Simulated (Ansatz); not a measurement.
# Energy profile

The step: CH₅Al ([CH3][AlH2]) + HBr → AlH₂Br ([AlH2][Br]) + CH₄; bonds formed: C2–H5; dative contacts that become bonds: Al1–Br6; bonds broken: Al1–C2, H5–Br6 (atoms numbered as in the saddle structure below).

```
9
angstrom
Al -1.0584 0.2892 -0.0157
C 0.9535 0.4018 -0.1655
H -1.8269 0.1866 -1.3948
H -1.6674 0.9138 1.3041
H 0.2926 -1.1758 0.3013
Br -0.6857 -2.2925 0.6596
H 1.5631 0.3287 0.7387
H 0.9744 1.4684 -0.4433
H 1.4547 -0.1202 -0.9844
```

Electronic energies by CCSD(T) at an estimated basis limit (MP2 extrapolated from triple and quadruple zeta, plus CCSD(T) − MP2 in triple zeta), on PBE0-D4/def2-TZVP structures; CH6AlBr, singlet; no counterpoise correction. Ansatz 0.2.0; basis: def2-TZVPP and def2-QZVPP; cores frozen in the correlated methods. Filled d shells of the heavier atoms are correlated. The def2 sets are not built for correlating such inner shells, so the correlated values are less sure here. Extrapolation: Hartree–Fock as exp(−7.88 √X), correlation as X^−2.97.

Q: Give the profile in kJ/mol, counted from the separated reactants. (Judge from chemistry; the value comes from the calculation.)

A: Computed:
| point | kJ/mol |
| --- | --- |
| separated: CH5Al (linked as [CH3][AlH2]; Al1, C2, H3, H4, H7, H8, H9; singlet) + HBr (H5, Br6; singlet) | 0.0 |
| start structure | -27.7 |
| saddle | 1.4 |
| end structure | -188.6 |
| separated: AlH2Br (linked as [AlH2][Br]; Al1, H3, H4, Br6; singlet) + CH4 (C2, H5, H7, H8, H9; singlet) | -177.8 |

T1 diagnostic: at most 0.009. The start structure is not quite a true minimum (one mode of 56i cm⁻¹). The end structure is not quite a true minimum (one mode of 64i cm⁻¹).

For scale, one of the runs: CCSD(T)/def2-TZVPP, 205 basis functions, launched by `ansatz run in.yaml --threads 4 --pin off --events-out ev --progress --plain --max-ram 9574MiB`. The run took 62 s on 4 CPU threads of an Arm Neoverse V1 (shared host), with 2.6 GiB of host memory at its peak.
